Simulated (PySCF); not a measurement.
B(Br)2(OH) (BBr₂HO), SMILES OB(Br)Br. The structure is a stationary point at PBE0-D3(BJ)/def2-SVP. The values are those of a single conformer.

Give the equilibrium geometry at PBE0-D3(BJ)/def2-SVP (PySCF confirms it by a frequency run) as Cartesian coordinates in Å, and its point group. (The exact figures need the calculation; the answer reports its results.)

One answer among several that fit: point group Cs.
```xyz
5

B      0.6482    -0.0105     0.0000
Br    -0.3211     1.6541     0.0000
Br    -0.2932    -1.6692     0.0000
O      1.9842    -0.0329     0.0000
H      2.3849     0.8448     0.0000
```
Charge 0, spin multiplicity 1.
